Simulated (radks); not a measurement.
The numbers below are computed, except where a source is named.
Question: Coherent X-ray form factor from a spherical all-electron density. Code: a radial shooting solver on a logarithmic mesh with Libxc functionals. Model: scalar-relativistic Kohn-Sham, exchange-only B88, spin-unpolarised, spherical densities, finite nucleus; Fermi nuclear charge, rms radius of each element as measured or else 0.836 A^(1/3) + 0.57 fm.

sin(theta)/lambda (1/angstrom)  f0 (electrons)
0.05                                    54.914
0.1                                     52.187
0.15                                    48.758
0.2                                     45.267
0.25                                    42.024
0.3                                     39.142
0.4                                     34.383
0.5                                     30.539
0.6                                     27.243
0.8                                     22.023
1                                       18.541
1.25                                    15.705
1.5                                     13.454
2                                        9.520

The species is in the configuration that NIST lists as its ground one. Which atom or ion scatters so?

Answer: The lanthanum ion La+, [Xe] 5d2. Extrapolating in s^2 from the first two rows gives f0(0) = 55.8, near the electron count 56; among species with that count, the fall with angle is slower the higher Z, and the table is that of Z = 57; from so few rows the species is fixed only to a neighbour or two.
